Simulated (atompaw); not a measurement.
## Pseudopotential generation for Sr: PAW (atompaw), PBE, scalar-relativistic.

Sr (Z = 38), PAW, made with atompaw 4.2.0.5 (PBE, scalar-relativistic). Core [Kr], reference 4d0 5s2 5p0. Waves: 5s (bound): rc 3.00 bohr; 5s channel at 0.15 Ry: rc 3.00 bohr; 5p (bound, empty): rc 1.65 bohr; 5p channel at 1.1 Ry: rc 3.00 bohr; 4d (bound, empty): rc 2.25 bohr; 4d channel at 0.03 Ry: rc 2.25 bohr. Local part: troulliermartins scheme with l = 3 at 0 Ry, radius 2.05 bohr. Core correction: smooth core density matched at 2.05 bohr. Augmentation charge: besselshape compensation charge, radius 2.80 bohr; PAW radius 3.00 bohr; waves and projectors: custom rrkj gramschmidtortho.

All-electron outer shells of the reference configuration (PBE, scalar-relativistic, ld1.x):

```tsv
shell	level (eV)	outermost node (bohr)	outermost maximum (bohr)
4s	-40.90	0.59	1.19
4p	-22.82	0.61	1.33
5s	-3.53	1.65	3.72
5p	-1.28	1.96	4.83
4d	-1.28	0.65	2.12
```

Calculated quality:

```
Cutoffs needed                                           : 6 Ry and 6 Ry (the cutoffs (Ry, on a coarse ladder) from which the occupation-weighted sum of valence levels, in a spherical-Bessel basis at the reference potential, stays within 10 and 1 mRy of its value at 400 Ry) The cutoffs count occupied waves only; the empty 5p level needs 15 Ry at the loose tolerance.
Ghost test                                               : ghost states, extra bound levels that the all-electron valence spectrum of the same l lacks: s at -54.3 eV, p at -35.9 eV; a true bound ghost makes a file unfit for plane-wave use (spherical-Bessel basis up to 400 Ry, 20 bohr box)
Lowest eigenvalue of the overlap operator                : 0.09 (p channel)
Overlap eigenvalues printed by atompaw (projector basis) : 0.281, 0.667, 6.09, 24, 51.4, 88.3
Share of each valence orbital outside the PAW sphere     : 5s 82 %, 5p 94 %, 4d 52 %
```

Generation and tests took about 7 s on one core of a shared server CPU.
